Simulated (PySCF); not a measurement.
**Solvent effects on NMR parameters**

Molfile (atoms numbered from 1):
```
C2H12O2Si4
     RDKit          3D

 20 19  0  0  0  0  0  0  0  0999 V2000
    2.0556   -1.8816   -0.8618 C   0  0  0  0  0  0  0  0  0  0  0  0
    1.2802   -0.6897   -0.4007 C   0  0  0  0  0  0  0  0  0  0  0  0
    1.2778   -0.2509    0.7308 O   0  0  0  0  0  0  0  0  0  0  0  0
    0.5592   -0.1118   -1.3560 O   0  0  0  0  0  0  0  0  0  0  0  0
   -0.3452    1.2806   -0.8088 Si  0  0  2  0  0  4  0  0  0  0  0  0
    1.1345    2.8490    0.1161 Si  0  0  0  0  0  4  0  0  0  0  0  0
   -1.9465    0.5278    0.7297 Si  0  0  0  0  0  4  0  0  0  0  0  0
   -2.3096   -1.7518    0.3162 Si  0  0  0  0  0  4  0  0  0  0  0  0
    2.7720   -1.5723   -1.6373 H   0  0  0  0  0  0  0  0  0  0  0  0
    2.5848   -2.3343   -0.0167 H   0  0  0  0  0  0  0  0  0  0  0  0
    1.3727   -2.6092   -1.3231 H   0  0  0  0  0  0  0  0  0  0  0  0
   -0.9769    1.7282   -2.0840 H   0  0  0  0  0  0  0  0  0  0  0  0
    2.5176    2.5741   -0.3818 H   0  0  0  0  0  0  0  0  0  0  0  0
    0.7466    4.2329   -0.3038 H   0  0  0  0  0  0  0  0  0  0  0  0
    1.1002    2.7684    1.6046 H   0  0  0  0  0  0  0  0  0  0  0  0
   -3.2333    1.2669    0.5180 H   0  0  0  0  0  0  0  0  0  0  0  0
   -1.4905    0.7555    2.1337 H   0  0  0  0  0  0  0  0  0  0  0  0
   -1.0213   -2.5036    0.4217 H   0  0  0  0  0  0  0  0  0  0  0  0
   -3.2810   -2.3346    1.2922 H   0  0  0  0  0  0  0  0  0  0  0  0
   -2.8501   -1.9255   -1.0673 H   0  0  0  0  0  0  0  0  0  0  0  0
  1  2  1  0
  2  3  2  0
  2  4  1  0
  4  5  1  0
  5  6  1  0
  5  7  1  0
  7  8  1  0
  1  9  1  0
  1 10  1  0
  1 11  1  0
  5 12  1  6
  6 13  1  0
  6 14  1  0
  6 15  1  0
  7 16  1  0
  7 17  1  0
  8 18  1  0
  8 19  1  0
  8 20  1  0
M  END
```

GIAO PBE0/pcSseg-1 in PySCF on one PBE0-D3(BJ)/def2-SVP conformer, non-relativistic, equivalent nuclei averaged. Solvents enter as an IEF-PCM continuum (chloroform with ε = 4.7, methanol with ε = 32.6) around the gas-phase geometry. Shifts are referred to TMS computed in the same medium.

Gas phase, δ in ppm: C2 181.5, C1 22.2, Si5 -4.6, Si6 -94.4, Si7 -103.9, Si8 -105.5, H12 5.20, H17 3.75, H13/H14/H15 3.71, H18/H19/H20 3.51, H16 3.43, H9/H10/H11 2.11. Dipole moment 1.46 D.

**Question.** How does each δ change in the continuum?

**Answer.** 
```
      atoms                                  environment  Δδ, chloroform  Δδ, methanol
         C2                              carbonyl carbon            +2.9          +4.0
         C1                methyl carbon α to a carbonyl            +1.0          +1.4
        Si5                 silicon bonded to O, 2 Si, H            +0.6          +0.9
        Si6                    silicon bonded to Si, 3 H            +0.4          +0.7
        Si7                  silicon bonded to 2 Si, 2 H            +0.7          +1.0
        Si8                    silicon bonded to Si, 3 H            -0.3          -0.5
        H12      hydrogen on a silicon bonded to O, 2 Si           +0.01         +0.02
        H17         hydrogen on a silicon bonded to 2 Si           -0.09         -0.15
H13/H14/H15           hydrogen on a silicon bonded to Si           -0.04         -0.06
H18/H19/H20           hydrogen on a silicon bonded to Si           -0.02         -0.02
        H16         hydrogen on a silicon bonded to 2 Si           +0.02         +0.04
 H9/H10/H11  hydrogen on a methyl carbon α to a carbonyl           +0.13         +0.18
```

Changes are relative to the gas phase. The dipole moment becomes 1.79 D in chloroform, 1.98 D in methanol.

**Question.** Which nuclei move most (in ppm), and what does the model miss?

**Answer.** C2 (carbonyl carbon, +4.0 ppm) in methanol. A continuum only polarises the solute; specific hydrogen bonds, the anisotropy of aromatic solvents and changes of geometry or conformer are outside it.
